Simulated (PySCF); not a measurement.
# Correlation energy of O⁺ (oxygen, charge +1)

[He] 2s2 2p3, high-spin 4S determinant. Calculation: PySCF 2.14, in x2c-SVPall (3s2p1d, 14 functions); scalar relativity by spin-free X2C-1e. Frozen: 1s2; 5 electrons correlated.

MP2 pair energies summed by pair of shells (mhartree):

```
 pair  energy  share (%)
2s-2p  -45.34       65.7
2p-2p  -16.54       24.0
2s-2s   -7.11       10.3
```

Total MP2 correlation energy: -68.98 mhartree.

Same-spin part -19.32 and opposite-spin part -49.66 mhartree; SCS-MP2 scales them by 1/3 and 6/5 to -66.03 mhartree.

| level | correlation energy (mhartree) |
| --- | --- |
| CCSD | -83.93 |
| (T) | -0.57 |
| CCSD(T) | -84.50 |

Diagnostics: T1 = 0.0038, D1 = 0.0069, largest double amplitude 0.035.

Cost of the coupled-cluster step: 0.06 s of wall time on 1 thread of Neoverse-V2 (shared host), for 5 correlated electrons.

Iterations:

```
CC2 = 0
CCSD nocc = (np.int64(4), np.int64(1)), nmo = (13, 13)
frozen orbitals [[0], [0]]
max_cycle = 100
direct = 0
conv_tol = 1e-08
conv_tol_normt = 1e-06
diis_space = 8
diis_start_cycle = 0
Init t2, MP2 energy = -0.0689818858149096
Init E_corr(UCCSD) = -0.068981885829399
cycle = 1  E_corr(UCCSD) = -0.0807160264320941  dE = -0.0117341406  norm(t1,t2) = 0.0238372
cycle = 2  E_corr(UCCSD) = -0.0830515803418323  dE = -0.00233555391  norm(t1,t2) = 0.00721819
cycle = 3  E_corr(UCCSD) = -0.0839644305383452  dE = -0.000912850197  norm(t1,t2) = 0.00286806
cycle = 4  E_corr(UCCSD) = -0.0839211751120182  dE = 4.32554263e-05  norm(t1,t2) = 0.000503346
cycle = 5  E_corr(UCCSD) = -0.0839253730772594  dE = -4.19796524e-06  norm(t1,t2) = 9.17656e-05
cycle = 6  E_corr(UCCSD) = -0.0839252634653547  dE = 1.09611905e-07  norm(t1,t2) = 7.96898e-06
cycle = 7  E_corr(UCCSD) = -0.0839253784377473  dE = -1.14972393e-07  norm(t1,t2) = 6.21436e-07
cycle = 8  E_corr(UCCSD) = -0.0839253664252771  dE = 1.20124703e-08  norm(t1,t2) = 7.62066e-08
cycle = 9  E_corr(UCCSD) = -0.0839253574578586  dE = 8.96741845e-09  norm(t1,t2) = 3.1566e-08
UCCSD converged
E(UCCSD) = -74.41201880644792  E_corr = -0.0839253574578586
UCCSD(T) correction = -0.000568455659554219
```
